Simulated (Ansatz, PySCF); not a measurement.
Molecule: RbO, charge 0, multiplicity 2. SMILES: [O][Rb]
Coordinates optimised at B3LYP-D3(BJ)/def2-TZVP (Ansatz, a quantum-chemistry and plane-wave program):
```xyz
2

Rb     0.0000     0.0000    -0.4183
O      0.0000     0.0000     1.9348
```
Charge 0, spin multiplicity 2.

Wanted: size of the dipole moment, in D. Conventions: spin-orbit terms left out; LANL2DZ with its own core potentials from Na on; six Cartesian d functions in 6-31G* and its kin unless marked 5d; open shells spin-unrestricted; STO-3G and 3-21G all-electron and non-relativistic; def2 sets with scalar-relativistic core potentials past Kr. First-principles rows: single points at B3LYP-D3(BJ) geometries (Ansatz).

| level | program | size of the dipole moment (D) |
|---|---|---|
| SVWN5/6-31G* with LANL2DZ past Ar | Ansatz | 5.69 |
| PBE/STO-3G | Ansatz | 4.58 |
| PBE/LANL2DZ | Ansatz | 6.98 |
| PBE/def2-SVP | Ansatz | 7.66 |
| PBE/6-31G* with LANL2DZ past Ar | Ansatz | 5.70 |
| BLYP/6-31G* with LANL2DZ past Ar | Ansatz | 5.56 |
| BP86/def2-SVP | PySCF | 7.56 |
| BP86/6-31G* with LANL2DZ past Ar (5d) | PySCF | 8.21 |
| B3LYP/STO-3G | Ansatz | 4.84 |
| B3LYP/LANL2DZ | Ansatz | 9.06 |
| B3LYP/def2-SVP | Ansatz | 8.72 |
| B3LYP/6-31G* with LANL2DZ past Ar | Ansatz | 6.83 |
| PBE0/6-31G* with LANL2DZ past Ar | Ansatz | 7.36 |

No value to compare with is used here. The 13 habitual levels span 4.58 (PBE/STO-3G) to 9.06 D (B3LYP/LANL2DZ).

The levels are drawn from those run, B3LYP/6-31G* more often than the rest, none by its result; left out are runs that failed, that the program found above a lower state of the same kind, or whose <S^2> lies over 0.5 above the pure value.
